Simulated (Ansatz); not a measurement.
Consider the atomization: `[CH]1=[CH][GeH2][AlH]1` → Al• + 2 C• + Ge• + 5 H•.

Calculated with Ansatz (gas phase, PBE0-D4/def2-TZVP geometries, no zero-point term in ΔE). CCSD(T)/CBS adds triple-zeta CCSD(T) − MP2 to the extrapolated MP2 energy (def2 sets, frozen cores). This one scheme is used for every species, atoms too. Functionals use def2-TZVPP. Open shells (•) are unrestricted, without spin–orbit coupling. Spin–orbit coupling would lower the free atoms: a little for Al, C; clearly for Ge. For Ge outer-core shells are correlated without core-valence functions, so the limit isn't a true one: a few kJ/mol of doubt a bond, and 10 to 20 or more in all where bonds break to atoms. Scalar relativity is left out up to krypton.

(1) What is ΔE at CCSD(T)/CBS? (Estimate.)

(2) What do these levels give: r2SCAN-D4, CAM-B3LYP-D4, r2SCANh, LC-ωPBE, HF/def2-SVP, CCSD/CBS(def2)? (An estimate is asked.)

Largest T1 diagnostic among the species: 0.018.

## Answers

(1) Computed: +720.6 kcal/mol.

(2) The calculation gave: r2SCAN-D4 722.8, CAM-B3LYP-D4 717.2, r2SCANh 717.7, LC-ωPBE 715.5, HF/def2-SVP 531.1, CCSD/CBS(def2) 708.3 kcal/mol.

From BLYP to BHLYP (50 % exact exchange), in def2-TZVPP and without D4, ΔE moves by −7.7 kcal/mol: exact exchange takes away binding that semilocal exchange gives to molecules. At CCSD(T), def2-SVP lies −39.0 kcal/mol from the extrapolated value and def2-TZVPP −16.1 kcal/mol: correlation converges slowly with the basis, and small sets miss more of it in the bonded molecule than in its fragments.

For atomizations the MP2-based limit and the directly extrapolated one differ by several kJ/mol either way, and by 10 to 25 for some Ge, Se and Sn compounds, so smaller differences from it don't rank the levels.
